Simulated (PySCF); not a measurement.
A calculated (MN15, PySCF 2.14, def2-TZVP, no relativity, point nucleus) atom or ion has these occupied shells.

| shell | electrons | orbital energy (eV) | rms radius, mean of both spins (bohr) |
| --- | --- | --- | --- |
| 1s α | 1 | -515.90 | 0.233 |
| 1s β | 1 | -515.07 | 0.233 |
| 2s α | 1 | -28.402 | 1.28 |
| 2s β | 1 | -24.629 | 1.28 |
| 2p α | 3 | -13.090 | 1.42 |
| 2p β | 1 | -10.393 | 1.42 |

Q: Name the element and its charge.

A: O (oxygen, neutral), in [He] 2s2 2p4, high-spin 3P determinant.
